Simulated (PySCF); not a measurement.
CH₅BrInNO. Atoms are numbered in the order given.

```xyz
10

In     0.4524     0.1212    -0.0855
Br    -1.8208     0.0610     0.9318
O      0.6326    -0.9420    -1.7754
C      1.8729    -1.1710    -2.3957
H      2.5232    -1.8627    -1.8228
H      1.6924    -1.6368    -3.3818
H      2.4587    -0.2464    -2.5808
N      2.0190     1.0130     0.8782
H      1.7289     1.7402     1.5323
H      2.7280     1.4048     0.2578
```

Geometry optimised at B3LYP-D3(BJ)/def2-SVP. The def2 effective core potentials stand for the cores of In; spin–orbit coupling is left out. The values are those of a single conformer.

All values below come from PySCF 2.14.0 with C-PCM-M06-2X/def2-SVP.

The values are the electrostatic part of the solvation free energy, E(continuum) − E(gas) at the gas-phase geometry, in a cavity of scaled van der Waals radii (PySCF's table); cavitation and dispersion terms are not included. A continuum can't describe solvent molecules that bind to the metal. In vacuum the orbital gap is 7.88 eV. The dipole moment in vacuum is 3.55 D.

| solvent | ε | ΔG(elec) (kcal/mol) | dipole (D) | gap (eV) |
|---|---|---|---|---|
| water | 78.36 | -10.8 | 4.64 | 7.96 |
| n-hexane | 1.88 | -4.8 | 4.00 | 7.94 |
| acetonitrile | 35.69 | -10.6 | 4.62 | 7.96 |
